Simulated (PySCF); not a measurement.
**`C#C[C@H]1C=C[C@H](F)C1`, C7H7F**

Molfile (atoms numbered from 1):
```
C7H7F
     RDKit          3D

 15 15  0  0  0  0  0  0  0  0999 V2000
    2.7412   -0.7533    0.6051 C   0  0  0  0  0  0  0  0  0  0  0  0
    1.6004   -0.8411    0.2553 C   0  0  0  0  0  0  0  0  0  0  0  0
    0.2085   -0.9268   -0.1536 C   0  0  1  0  0  0  0  0  0  0  0  0
   -0.6874   -0.6237    1.0203 C   0  0  0  0  0  0  0  0  0  0  0  0
   -1.2960    0.5424    0.8999 C   0  0  0  0  0  0  0  0  0  0  0  0
   -0.9352    1.2295   -0.3852 C   0  0  2  0  0  0  0  0  0  0  0  0
   -2.0624    1.6372   -1.0783 F   0  0  0  0  0  0  0  0  0  0  0  0
   -0.1582    0.1700   -1.1788 C   0  0  0  0  0  0  0  0  0  0  0  0
    3.7444   -0.6861    0.9044 H   0  0  0  0  0  0  0  0  0  0  0  0
    0.0275   -1.9332   -0.5470 H   0  0  0  0  0  0  0  0  0  0  0  0
   -0.7535   -1.2977    1.8559 H   0  0  0  0  0  0  0  0  0  0  0  0
   -1.9775    0.9954    1.5971 H   0  0  0  0  0  0  0  0  0  0  0  0
   -0.3577    2.1470   -0.2074 H   0  0  0  0  0  0  0  0  0  0  0  0
   -0.8214   -0.2346   -1.9435 H   0  0  0  0  0  0  0  0  0  0  0  0
    0.7230    0.5828   -1.6660 H   0  0  0  0  0  0  0  0  0  0  0  0
  1  2  3  0
  2  3  1  0
  3  4  1  0
  4  5  2  0
  5  6  1  0
  6  7  1  0
  6  8  1  0
  8  3  1  0
  1  9  1  0
  3 10  1  6
  4 11  1  0
  5 12  1  0
  6 13  1  1
  8 14  1  0
  8 15  1  0
M  END
```

Method: PySCF 2.14.0, TDDFT CAM-B3LYP/aug-cc-pVDZ circular dichroism and optical rotation, one conformer, gas phase. Geometry: GFN2-xTB.

(1) Draw the ECD and absorption spectra from the lowest 8 states, each a Gaussian of half-width 0.2 eV at 1/e height.

## Answers

(1) 
| E (eV) | λ (nm) | Δε (L mol⁻¹ cm⁻¹) | ε (L mol⁻¹ cm⁻¹) |
| --- | --- | --- | --- |
| 6.01 | 206 | 0.00 | 0.325 |
| 6.11 | 203 | -0.03 | 4.35 |
| 6.21 | 200 | -0.15 | 40 |
| 6.31 | 196 | -0.22 | 247 |
| 6.41 | 193 | +1.10 | 997 |
| 6.51 | 190 | +6.98 | 2590 |
| 6.61 | 188 | +19.77 | 4460 |
| 6.71 | 185 | +38.07 | 5890 |
| 6.81 | 182 | +57.21 | 8060 |
| 6.91 | 179 | +68.97 | 12000 |
| 7.01 | 177 | +66.06 | 15200 |
| 7.11 | 174 | +50.29 | 15400 |
| 7.21 | 172 | +28.42 | 13200 |

Δε uses R in velocity form, ε uses f in length form. Only the states computed contribute, so the short-wavelength end is incomplete.
